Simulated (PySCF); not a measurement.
iridium atom (Ir), quartet (core potentials on Ir); CASSCF(9,8)/def2-SVP (PySCF).

PySCF was given this input:
```python
from pyscf import gto, scf, mcscf
import numpy

mol = gto.Mole()
mol.atom = '''
    Ir    0.000000    0.000000    0.000000
'''
mol.basis = 'def2-svp'
mol.ecp = {'Ir': 'def2-svp'}
mol.charge = 0
mol.spin = 3
mol.verbose = 4
mol.build()

mf = scf.ROHF(mol)
mf.kernel()
mc = mcscf.CASSCF(mf, 8, 9)
mc.fix_spin_(ss=3.75)
mc.kernel()
occ = numpy.linalg.eigvalsh(mc.fcisolver.make_rdm1(mc.ci, mc.ncas, mc.nelecas))[::-1]
ss = mc.fcisolver.spin_square(mc.ci, mc.ncas, mc.nelecas)[0]
print('natural occupations', occ.round(4), ' <S^2>', round(ss, 4))
```

The log (banner, timings and long lists left out):

```
PySCF version 2.14.0

[INPUT] verbose = 4
[INPUT] num. atoms = 1
[INPUT] num. electrons = 17
[INPUT] charge = 0
[INPUT] spin (= nelec alpha-beta = 2S) = 3
[INPUT] symmetry False subgroup None
[INPUT] Mole.unit = angstrom
[INPUT] Symbol           X                Y                Z      unit          X                Y                Z       unit  Magmom
[...]
nuclear repulsion = 0
number of shells = 12
number of NR pGTOs = 57
number of NR cGTOs = 32
basis = def2-svp
ecp = {'Ir': 'def2-svp'}

******** <class 'pyscf.scf.rohf.ROHF'> ********
method = ROHF
initial guess = minao
damping factor = 0
level_shift factor = 0
DIIS = <class 'pyscf.scf.diis.CDIIS'>
diis_start_cycle = 1
diis_space = 8
diis_damp = 0
SCF conv_tol = 1e-09
SCF conv_tol_grad = None
SCF max_cycles = 50
direct_scf = True
direct_scf_tol = 1e-13
num. doubly occ = 7  num. singly occ = 3
Set gradient conv threshold to 3.16228e-05
init E= -91.2323979978269
[...]
cycle= 1 E= -103.361617470233  delta_E= -12.1  |g|= 0.646  |ddm|= 5.79
[...]
cycle= 2 E= -103.397785345173  delta_E= -0.0362  |g|= 0.286  |ddm|= 0.741
[...]
cycle= 3 E= -103.419346151794  delta_E= -0.0216  |g|= 0.0644  |ddm|=  0.4
[...]
cycle= 4 E= -103.42124706875  delta_E= -0.0019  |g|= 0.0123  |ddm|= 0.0728
[...]
cycle= 5 E= -103.422358268448  delta_E= -0.00111  |g|= 0.0114  |ddm|= 0.0632
[...]
cycle= 6 E= -103.42443926982  delta_E= -0.00208  |g|= 0.00987  |ddm|= 0.129
[...]
cycle= 7 E= -103.426575358084  delta_E= -0.00214  |g|= 0.00633  |ddm|= 0.189
[...]
cycle= 8 E= -103.42633982811  delta_E= 0.000236  |g|= 0.00867  |ddm|= 0.0403
[...]
cycle= 9 E= -103.427033623127  delta_E= -0.000694  |g|= 0.00162  |ddm|= 0.128
[...]
cycle= 10 E= -103.427052534814  delta_E= -1.89e-05  |g|= 0.00149  |ddm|= 0.0126
[...]
cycle= 11 E= -103.427057818624  delta_E= -5.28e-06  |g|= 0.00142  |ddm|= 0.00586
[...]
cycle= 12 E= -103.427061598893  delta_E= -3.78e-06  |g|= 0.000825  |ddm|= 0.00624
[...]
cycle= 13 E= -103.42706324621  delta_E= -1.65e-06  |g|= 0.000388  |ddm|= 0.00524
[...]
cycle= 14 E= -103.427063687366  delta_E= -4.41e-07  |g|= 5.69e-05  |ddm|= 0.00314
[...]
cycle= 15 E= -103.427063724019  delta_E= -3.67e-08  |g|= 3.44e-05  |ddm|= 0.000793
[...]
cycle= 16 E= -103.427063748567  delta_E= -2.45e-08  |g|= 1.68e-05  |ddm|= 0.000969
[...]
cycle= 17 E= -103.427063750161  delta_E= -1.59e-09  |g|= 1.96e-06  |ddm|= 0.000254
[...]
cycle= 18 E= -103.427063750192  delta_E= -3.12e-11  |g|= 8.99e-07  |ddm|= 2.81e-05
[...]
[...]
converged SCF energy = -103.427063750196
[...]
sorting_mo_energy = False
ao2mo_level = 2
internal_rotation = False
******** <class 'pyscf.fci.addons.SpinPenaltyFCISolver'> ********
max. cycles = 50
conv_tol = 1e-08
davidson only = True
linear dependence = 1e-12
level shift = 0.001
max iter space = 12
nroots = 1
pspace_size = 400
spin = None
CASCI E = -103.428829719298  S^2 = 3.7500000
Set conv_tol_grad to 0.000316228
macro iter   1 ( 21 JK    4 micro), CASSCF E = -103.435666679546  dE = -6.83696025e-03  S^2 = 3.7500000
               |grad[o]|=0.011  |grad[c]|=0.0105  |ddm|=0.0325  |maxRot[o]|=0.313
macro iter   2 ( 21 JK    4 micro), CASSCF E = -103.442620879301  dE = -6.95419975e-03  S^2 = 3.7500000
               |grad[o]|=0.0295  |grad[c]|=0.0144  |ddm|=0.0309  |maxRot[o]|=0.286
macro iter   3 ( 21 JK    4 micro), CASSCF E = -103.446430960752  dE = -3.81008145e-03  S^2 = 3.7500000
               |grad[o]|=0.025  |grad[c]|=0.0124  |ddm|=0.0156  |maxRot[o]|=0.311
macro iter   4 ( 13 JK    4 micro), CASSCF E = -103.447215112650  dE = -7.84151898e-04  S^2 = 3.7500000
               |grad[o]|=0.0118  |grad[c]|=0.00509  |ddm|=0.0275  |maxRot[o]|=0.131
macro iter   5 ( 12 JK    4 micro), CASSCF E = -103.447264326562  dE = -4.92139121e-05  S^2 = 3.7500000
               |grad[o]|=0.00553  |grad[c]|=0.00123  |ddm|=0.00923  |maxRot[o]|=0.037
macro iter   6 (  9 JK    3 micro), CASSCF E = -103.447267882797  dE = -3.55623457e-06  S^2 = 3.7500000
               |grad[o]|=0.00207  |grad[c]|=0.000419  |ddm|=0.00284  |maxRot[o]|=0.00835
macro iter   7 (  7 JK    2 micro), CASSCF E = -103.447268315706  dE = -4.32908607e-07  S^2 = 3.7500000
               |grad[o]|=0.000644  |grad[c]|=0.000229  |ddm|=0.000698  |maxRot[o]|=0.00239
macro iter   8 (  6 JK    2 micro), CASSCF E = -103.447268449804  dE = -1.34098812e-07  S^2 = 3.7500000
               |grad[o]|=0.000302  |grad[c]|=0.000132  |ddm|=0.000321  |maxRot[o]|=0.0013
macro iter   9 (  3 JK    1 micro), CASSCF E = -103.447268486132  dE = -3.63276911e-08  S^2 = 3.7500000
               |grad[o]|=0.000183  |grad[c]|=0.000159  |ddm|=8.12e-05  |maxRot[o]|=0.000467
1-step CASSCF converged in   9 macro (113 JK  28 micro) steps
CASSCF canonicalization
Density matrix diagonal elements [1.94534877 1.94671884 1.9053236  1.04543792 1.05724484 1.08410398
 0.00912534 0.0066967 ]
CASSCF energy = -103.447268486132
CASCI E = -103.447268486132  E(CI) = -20.1485392952866  S^2 = 3.7500000
natural occupations [1.9908 1.9586 1.953  1.0413 1.0407 0.9997 0.0093 0.0065]  <S^2> 3.75
```
